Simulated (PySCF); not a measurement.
## Stretching LaN

Set-up: La x2c-TZVPall, N x2c-TZVPall; spin-free X2C with a Gaussian nucleus (PySCF 2.14). Energies in eV from La (5d1 6s2) + N in their ground configurations at the same level. State: singlet, about 0.2 electrons in the 4f shell (Mulliken).

All columns are HSE06. A positive dipole means La(−)N(+).

```
R (Å)  E (eV)  μ (D)  Mulliken charge on La (basis-dependent)  HOMO (eV)  LUMO (eV)  Mayer bond order  ⟨S²⟩
1.547  -3.746  -5.77                                     0.68      -4.27      -1.59              2.83  0.00
1.619  -4.762  -6.34                                     0.69      -4.22      -1.71              2.84  0.00
1.691  -5.324  -6.88                                     0.69      -4.16      -1.83              2.84  0.00
1.745  -5.526  -7.25                                     0.69      -4.11      -1.92              2.85  0.00
1.799  -5.585  -7.59                                     0.69      -4.05      -2.01              2.86  0.00
1.853  -5.532  -7.88                                     0.68      -4.01      -2.09              2.87  0.00
1.925  -5.328  -8.21                                     0.68      -3.96      -2.19              2.88  0.00
2.015  -4.921  -8.52                                     0.67      -3.91      -2.31              2.89  0.00
2.123  -4.294  -8.74                                     0.67      -3.89      -2.45              2.90  0.00
2.267  -3.343  -8.88                                     0.65      -3.85      -2.61              2.91  0.00
```

A fit through these points gives, at Re = 1.798 Å, μ = -7.58 D and dμ/dR = -5.89 D/Å; the reduced mass is 12.72 u.

Problem. How strong is the fundamental in the double-harmonic approximation, I = 42.26·(dμ/dR)²/μred km/mol?

Solution. I = 42.26·(-5.89)²/12.72 = 115 km/mol at HSE06.

These are scalar-relativistic numbers at best; spin–orbit coupling would shift them, the dissociation energy most.
